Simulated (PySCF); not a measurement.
H6MgSi2, SMILES [Mg]([SiH3])[SiH3].

The structure is a stationary point at TPSSh-D3(BJ)/def2-SVP.

The numbers are results of TPSSh-D3(BJ)/def2-SVP run with PySCF, not measurements.

Frequencies are harmonic and unscaled.

Modes within 1.5 cm⁻¹ of each other (mostly degenerate sets) share a row, with their intensities summed.

Question: Give all harmonic wavenumbers and intensities. (Estimate from the structure and the level; the computed values follow.)

Answer: 
```json
[
 {"mode": "1", "ν (cm⁻¹)": "4", "IR (km/mol)": "0.0", "moving atoms (share of kinetic energy)": "H 100 %"},
 {"mode": "2–3", "ν (cm⁻¹)": "87", "IR (km/mol)": "40.2", "moving atoms (share of kinetic energy)": "Mg 64 %, H 18 %, Si 18 %"},
 {"mode": "4", "ν (cm⁻¹)": "227", "IR (km/mol)": "0.0", "moving atoms (share of kinetic energy)": "Si 91 %, H 9 %"},
 {"mode": "5–6", "ν (cm⁻¹)": "355", "IR (km/mol)": "0.0", "moving atoms (share of kinetic energy)": "H 91 %, Si 9 %"},
 {"mode": "7–8", "ν (cm⁻¹)": "401", "IR (km/mol)": "0.2", "moving atoms (share of kinetic energy)": "H 81 %, Si 11 %"},
 {"mode": "9", "ν (cm⁻¹)": "422", "IR (km/mol)": "56.7", "moving atoms (share of kinetic energy)": "Mg 72 %, Si 25 %"},
 {"mode": "10", "ν (cm⁻¹)": "853", "IR (km/mol)": "668.5", "moving atoms (share of kinetic energy)": "H 91 %, Si 9 %"},
 {"mode": "11", "ν (cm⁻¹)": "880", "IR (km/mol)": "0.0", "moving atoms (share of kinetic energy)": "H 92 %"},
 {"mode": "12–13", "ν (cm⁻¹)": "954", "IR (km/mol)": "0.0", "moving atoms (share of kinetic energy)": "H 98 %"},
 {"mode": "14–15", "ν (cm⁻¹)": "956", "IR (km/mol)": "161.3", "moving atoms (share of kinetic energy)": "H 98 %"},
 {"mode": "16", "ν (cm⁻¹)": "2190", "IR (km/mol)": "237.8", "moving atoms (share of kinetic energy)": "H 99 %"},
 {"mode": "17", "ν (cm⁻¹)": "2195", "IR (km/mol)": "0.0", "moving atoms (share of kinetic energy)": "H 99 %"},
 {"mode": "18–21", "ν (cm⁻¹)": "2197", "IR (km/mol)": "449.7", "moving atoms (share of kinetic energy)": "H 96 %"}
]
```
